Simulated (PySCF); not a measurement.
Species: C₃H₁₃NSi₂ (charge 0, singlet). 
Structure (B3LYP-D3(BJ)/def2-TZVP (Ansatz) minimum search):
SMILES: N([SiH](C)C)[SiH2]C
```xyz
19

C      2.3203     1.4413     0.1864
Si     1.7905    -0.1980    -0.5454
N      0.3762    -0.8581     0.2036
Si    -1.2961    -0.4894    -0.0763
C     -2.2584    -0.7216     1.5125
C     -1.4240     1.2670    -0.7102
H      1.5400     2.1945     0.0605
H      2.5262     1.3439     1.2543
H      3.2253     1.8097    -0.3033
H      2.8841    -1.1885    -0.3796
H      1.5408     0.0033    -1.9959
H      0.5507    -1.6439     0.8145
H     -1.8867    -1.3939    -1.1024
H     -3.3228    -0.5334     1.3532
H     -2.1594    -1.7423     1.8900
H     -1.9036    -0.0395     2.2882
H     -1.0845     1.9839     0.0403
H     -2.4613     1.5034    -0.9579
H     -0.8301     1.4134    -1.6148
```
Charge 0, spin multiplicity 1.

Dispersion corrections to the total energy (kcal/mol) from the dftd3 and dftd4 libraries through PySCF: D3(BJ) without and D4 with the three-body term, each with the damping fitted for the functional named.

| functional | D3(BJ) | D4 |
|---|---|---|
| r2SCAN | ? | -2.88 |
| B2GP-PLYP | ? | -4.66 |
| PBE | -10.90 | -10.68 |
| B2PLYP | -9.16 | -7.52 |
| BLYP | -23.08 | -22.82 |
| BHLYP | -15.24 | -13.07 |
| TPSSh | ? | -13.11 |

What belongs in the gaps?


- r2SCAN, D3(BJ): -3.36
- B2GP-PLYP, D3(BJ): -7.75
- TPSSh, D3(BJ): -12.99
